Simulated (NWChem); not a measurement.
System: BHClF; SMILES FBCl

NWChem printed, in part:

```
             Northwest Computational Chemistry Package (NWChem) 7.3.0
             --------------------------------------------------------

 CS  symmetry detected

                             Geometry "geometry" -> ""
                             -------------------------

 Output coordinates in angstroms (scale by  1.889725989 to convert to a.u.)

  No.       Tag          Charge          X              Y              Z
 ---- ---------------- ---------- -------------- -------------- --------------
    1 B                    5.0000    -0.54195918    -0.56911169     0.00000000
    2 H                    1.0000    -1.72875102    -0.75983071     0.00000000
    3 F                    9.0000     0.28909416    -1.58349707     0.00000000
    4 Cl                  17.0000     0.10804115     1.05040369     0.00000000

 Effective nuclear repulsion energy (a.u.)      82.4760267378

      Symmetry information
      --------------------

 Group name             Cs
 Group number              2
 Group order               2
 No. of unique centers     4

                                 NWChem DFT Module
                                 -----------------

 Summary of "ao basis" -> "ao basis" (spherical)
 ------------------------------------------------------------------------------
       Tag                 Description            Shells   Functions and Types
 ---------------- ------------------------------  ------  ---------------------
 B                         def2-svpd                 8       20   4s2p2d
 H                         def2-svpd                 4        8   2s2p
 F                         def2-svpd                 9       23   4s3p2d
 Cl                        def2-svpd                11       27   5s4p2d

      Symmetry analysis of basis
      --------------------------

        a'         55
        a"         23

            General Information
            -------------------
          SCF calculation type: DFT
          Wavefunction type:  closed shell.
          No. of atoms     :     4
          No. of electrons :    32
           Alpha electrons :    16
            Beta electrons :    16
          Charge           :     0
          Spin multiplicity:     1
          Use of symmetry is: on ; symmetry adaption is: on
          Maximum number of iterations: 150
          AO basis - number of functions:    78
                     number of shells:    32
          Convergence on energy requested:  1.00D-06
          Convergence on density requested:  1.00D-05
          Convergence on gradient requested:  5.00D-04

              XC Information
              --------------
                         B3LYP Method XC Potential
                     Hartree-Fock (Exact) Exchange  0.200
                        Slater Exchange Functional  0.800 local
                    Becke 1988 Exchange Functional  0.720 non-local
              Lee-Yang-Parr Correlation Functional  0.810
                  VWN I RPA Correlation Functional  0.190 local

             Grid Information
             ----------------
          Grid used for XC integration:  medium
          Radial quadrature: Mura-Knowles
          Angular quadrature: Lebedev.
          Tag              B.-S. Rad. Rad. Pts. Rad. Cut. Ang. Pts.
          ---              ---------- --------- --------- ---------
          B                   0.85       49          10.0       434
          H                   0.35       45          10.0       434
          F                   0.50       49          11.0       434
          Cl                  1.00       88          10.0       590
          Grid pruning is: on
          Number of quadrature shells:   231
          Spatial weights used:  Erf1

      Superposition of Atomic Density Guess
      -------------------------------------

 Sum of atomic energies:        -583.63025634

      Non-variational initial energy
      ------------------------------

 Total energy =    -584.395422
 1-e energy   =    -970.101051
 2-e energy   =     303.229602
 HOMO         =      -0.422726
 LUMO         =       0.028625

      Symmetry analysis of molecular orbitals - initial
      -------------------------------------------------

  Numbering of irreducible representations:

     1 a'          2 a"

  Orbital symmetries:

     1 a'          2 a'          3 a'          4 a'          5 a'
     6 a"          7 a'          8 a'          9 a'         10 a'
    11 a'         12 a"         13 a'         14 a'         15 a"
    16 a'         17 a"         18 a'         19 a'         20 a'
    21 a"         22 a'         23 a'         24 a'         25 a"
    26 a'

   convergence    iter        energy       DeltaE   RMS-Dens  Diis-err
 ---------------- ----- ----------------- --------- --------- ---------
 d= 0,ls=0.0,diis     1   -585.3104415611 -6.68D+02  1.60D-02  5.36D-01
 d= 0,ls=0.0,diis     2   -585.2787191824  3.17D-02  7.55D-03  1.01D+00
 d= 0,ls=0.0,diis     3   -585.3735221101 -9.48D-02  1.53D-03  2.32D-02
 d= 0,ls=0.0,diis     4   -585.3747350517 -1.21D-03  7.68D-04  5.14D-03
 d= 0,ls=0.0,diis     5   -585.3753572809 -6.22D-04  1.60D-04  1.78D-04
  Resetting Diis
 d= 0,ls=0.0,diis     6   -585.3753814654 -2.42D-05  2.48D-05  2.61D-06
 d= 0,ls=0.0,diis     7   -585.3753817980 -3.33D-07  9.23D-06  2.11D-07

         Total DFT energy =     -585.375381798017
      One electron energy =     -971.548905692985
           Coulomb energy =      346.848154088962
    Exchange-Corr. energy =      -43.150656931786
 Nuclear repulsion energy =       82.476026737792

 Numeric. integr. density =       31.999998736739

                  Occupations of the irreducible representations
                  ----------------------------------------------

                     irrep           alpha         beta
                     --------     --------     --------
                     a'               13.0         13.0
                     a"                3.0          3.0

[...]
```

Level: B3LYP/def2-SVPD, vertical spin-unrestricted ions. All runs use the structure optimised with PBE0/def2-SVP. B3LYP is NWChem's, with the RPA form of VWN correlation.

### Question
Reconstruct the input file.

### Answer
Several could match; the one computed here: the input that was run:
```
start job
memory heap 200 mb stack 900 mb global 1100 mb
geometry units angstroms noautoz
  B     -0.535149    -0.557154     0.000000
  H     -1.722157    -0.746523     0.000000
  F      0.294750    -1.572484     0.000000
  Cl     0.116693     1.061621     0.000000
end
basis spherical
  B library def2-svpd
  H library def2-svpd
  F library def2-svpd
  Cl library def2-svpd
end
dft
  xc b3lyp
  iterations 150
  vectors input atomic output neutral.movecs
end
task dft energy
charge 1
dft
  odft
  mult 2
  vectors input atomic output cation.movecs
end
task dft energy
charge -1
dft
  odft
  mult 2
  vectors input atomic output anion.movecs
end
task dft energy
```
